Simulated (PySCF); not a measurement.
C$_{4}$H$_{6}$Cl$_{2}$N$_{2}$Pd, triplet, at a GFN2-xTB geometry (such geometries of metal compounds can be far from the true shape) (the multiplicity is a formal guess) (core potentials on Pd); DF-BLYP/def2-SVP in PySCF.

PySCF was given this input:
```python
from pyscf import gto, scf, dft

mol = gto.Mole()
mol.atom = '''
    Pd   -0.03044491    0.01378200    0.12827012
    Cl    2.15351655   -0.22299271   -0.42090693
    Cl   -1.83098355    0.08627253   -1.24198723
    C     1.80784991    4.04035636    0.15574990
    C     0.93291600    2.99047376    0.56825127
    N     0.22819208    2.14457950    0.90265409
    H     2.67737771    3.59946735   -0.33291337
    H     2.13017733    4.61997832    1.02004379
    H     1.28888258    4.69027162   -0.54811529
    C    -1.82082537   -4.03633306    0.08045987
    C    -1.15842852   -2.89672483    0.62867142
    N    -0.62546410   -1.97845455    1.07214185
    H    -2.49851981   -4.46516504    0.81788640
    H    -1.08103519   -4.78040591   -0.21335317
    H    -2.38764552   -3.72338368   -0.79713937
'''
mol.basis = 'def2-svp'
mol.ecp = {'Pd': 'def2-svp'}
mol.spin = 2
mol.verbose = 4
mol.build()

mf = dft.UKS(mol)
mf.xc = 'blyp'
mf = mf.density_fit(auxbasis='def2-universal-jkfit')
mf.kernel()
mf.analyze()
```

The log (banner, timings and long lists left out):

```
PySCF version 2.14.0

[INPUT] verbose = 4
[INPUT] num. atoms = 15
[INPUT] num. electrons = 96
[INPUT] charge = 0
[INPUT] spin (= nelec alpha-beta = 2S) = 2
[INPUT] symmetry False subgroup None
[INPUT] Mole.unit = angstrom
[INPUT] Symbol           X                Y                Z      unit          X                Y                Z       unit  Magmom
[...]
nuclear repulsion = 663.552786454912
number of shells = 81
number of NR pGTOs = 315
number of NR cGTOs = 181
basis = def2-svp
ecp = {'Pd': 'def2-svp'}

******** <class 'pyscf.df.df_jk.DFUKS'> ********
method = DFUKS
initial guess = minao
damping factor = 0
level_shift factor = 0
DIIS = <class 'pyscf.scf.diis.CDIIS'>
diis_start_cycle = 1
diis_space = 8
diis_damp = 0
SCF conv_tol = 1e-09
SCF conv_tol_grad = None
SCF max_cycles = 50
direct_scf = False
number electrons alpha = 49  beta = 47
XC library pyscf.dft.libxc version 7.1.2
    S. Lehtola, C. Steigemann, M. J. T. Oliveira, and M. A. L. Marques,  SoftwareX 7, 1–5 (2018)
XC functionals = blyp
    A. D. Becke,  Phys. Rev. A 38, 3098 (1988)
    C. Lee, W. Yang, and R. G. Parr,  Phys. Rev. B 37, 785 (1988)
    B. Miehlich, A. Savin, H. Stoll, and H. Preuss,  Chem. Phys. Lett. 157, 200 (1989)
radial grids:
    Treutler-Ahlrichs [JCP 102, 346 (1995); DOI:10.1063/1.469408] (M4) radial grids

becke partition: Becke, JCP 88, 2547 (1988); DOI:10.1063/1.454033
pruning grids: <function nwchem_prune>
grids dens level: 3
symmetrized grids: False
atomic radii adjust function: <function treutler_atomic_radii_adjust>
small_rho_cutoff = 0
Set gradient conv threshold to 3.16228e-05
tot grids = 203064
init E= -1302.92581746836

cycle= 1 E= -1310.15350898604  delta_E= -7.23  |g|= 1.91  |ddm|= 3.83

cycle= 2 E= -1237.52942103164  delta_E= 72.6  |g|= 8.21  |ddm|=  116
cycle= 3 E= -1293.52490752153  delta_E=  -56  |g|= 4.03  |ddm|=  113

cycle= 4 E= -1311.19043221744  delta_E= -17.7  |g|= 1.61  |ddm|= 14.3

cycle= 5 E= -1312.14086152669  delta_E= -0.95  |g|= 1.25  |ddm|= 2.09

cycle= 6 E= -1312.79918746048  delta_E= -0.658  |g|= 0.755  |ddm|= 2.21

cycle= 7 E= -1313.04073878177  delta_E= -0.242  |g|= 0.498  |ddm|= 1.78
cycle= 8 E= -1313.17794183448  delta_E= -0.137  |g|= 0.242  |ddm|= 1.22
cycle= 9 E= -1313.19886089542  delta_E= -0.0209  |g|= 0.196  |ddm|= 0.471
cycle= 10 E= -1313.21286117021  delta_E= -0.014  |g|= 0.0809  |ddm|= 0.178
cycle= 11 E= -1313.21571679901  delta_E= -0.00286  |g|= 0.0386  |ddm|= 0.127
[...]
converged SCF energy = -1313.21652528447  <S^2> = 2.0019754  2S+1 = 3.0013166
Total Energy =                       -1313.216525284472482
[...]
spin_pop of  7 H 1s        0.00181
spin_pop of  7 H 2s        0.00001
spin_pop of  7 H 2px      -0.00000
spin_pop of  7 H 2py       0.00000
spin_pop of  7 H 2pz       0.00000
spin_pop of  8 H 1s        0.00034
spin_pop of  8 H 2s        0.00001
spin_pop of  8 H 2px       0.00000
spin_pop of  8 H 2py      -0.00000
spin_pop of  8 H 2pz       0.00000
spin_pop of  9 C 1s        0.00000
spin_pop of  9 C 2s       -0.00030
spin_pop of  9 C 3s        0.00002
spin_pop of  9 C 2px      -0.00041
spin_pop of  9 C 2py      -0.00077
spin_pop of  9 C 2pz      -0.00019
spin_pop of  9 C 3px       0.00001
spin_pop of  9 C 3py       0.00001
spin_pop of  9 C 3pz       0.00005
spin_pop of  9 C 3dxy      0.00000
spin_pop of  9 C 3dyz      0.00001
spin_pop of  9 C 3dz^2     0.00002
spin_pop of  9 C 3dxz      0.00001
spin_pop of  9 C 3dx2-y2    0.00000
spin_pop of  10 C 1s       -0.00000
spin_pop of  10 C 2s        0.00281
spin_pop of  10 C 3s        0.00049
spin_pop of  10 C 2px       0.00254
spin_pop of  10 C 2py       0.00360
spin_pop of  10 C 2pz       0.03105
spin_pop of  10 C 3px       0.00019
spin_pop of  10 C 3py       0.00007
spin_pop of  10 C 3pz       0.00009
spin_pop of  10 C 3dxy     -0.00000
spin_pop of  10 C 3dyz      0.00000
spin_pop of  10 C 3dz^2     0.00007
spin_pop of  10 C 3dxz      0.00002
spin_pop of  10 C 3dx2-y2    0.00005
spin_pop of  11 N 1s       -0.00000
spin_pop of  11 N 2s        0.00680
spin_pop of  11 N 3s        0.00036
spin_pop of  11 N 2px       0.00062
spin_pop of  11 N 2py       0.00437
spin_pop of  11 N 2pz      -0.00372
spin_pop of  11 N 3px       0.00377
spin_pop of  11 N 3py       0.00057
spin_pop of  11 N 3pz       0.00221
spin_pop of  11 N 3dxy      0.00034
spin_pop of  11 N 3dyz      0.00015
spin_pop of  11 N 3dz^2    -0.00002
spin_pop of  11 N 3dxz      0.00012
spin_pop of  11 N 3dx2-y2    0.00012
spin_pop of  12 H 1s        0.00174
spin_pop of  12 H 2s        0.00001
spin_pop of  12 H 2px      -0.00000
spin_pop of  12 H 2py       0.00000
spin_pop of  12 H 2pz       0.00000
spin_pop of  13 H 1s        0.00030
spin_pop of  13 H 2s        0.00000
spin_pop of  13 H 2px       0.00000
spin_pop of  13 H 2py      -0.00000
spin_pop of  13 H 2pz       0.00000
spin_pop of  14 H 1s        0.00300
spin_pop of  14 H 2s       -0.00002
spin_pop of  14 H 2px      -0.00000
spin_pop of  14 H 2py       0.00001
spin_pop of  14 H 2pz      -0.00000
In total            49.00000 | 47.00000
Dipole moment(X, Y, Z, Debye): -0.13867,  0.05744,  0.98897
```
